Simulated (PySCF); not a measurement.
SMILES [SiH3]N[SiH2], doublet (B3LYP/def2-SVP optimised geometry):

```
9

Si    -1.856     0.550     0.000
N     -0.106     0.550     0.000
Si     1.008    -0.541    -0.805
H     -2.290    -0.153    -1.251
H     -2.359     1.966     0.000
H      0.330     1.203     0.649
H      1.072    -0.292    -2.276
H      0.611    -1.966    -0.606
H      2.359    -0.317    -0.215
```

Method: unrestricted B3LYP/def2-TZVP in PySCF.

What are the frontier orbital energies (α orbitals alone; a β orbital can be the lowest empty one) and the dipole moment?

HOMO-2 -9.41 eV, HOMO-1 -8.18 eV, HOMO -5.36 eV, LUMO -0.40 eV, LUMO+1 0.91 eV; dipole moment 1.05 D.

On the same geometry unrestricted PBE/def2-TZVP (PySCF 2.14.0) gives HOMO-2 -8.26 eV, HOMO-1 -7.06 eV, HOMO -4.50 eV, LUMO -1.06 eV, LUMO+1 0.24 eV; dipole moment 1.09 D.

Meta-Löwdin charges at B3LYP/def2-TZVP: Si1 0.42, N2 -0.77, Si3 0.63, H4 -0.10, H5 -0.09, H6 0.24, H7 -0.12, H8 -0.12, H9 -0.11.
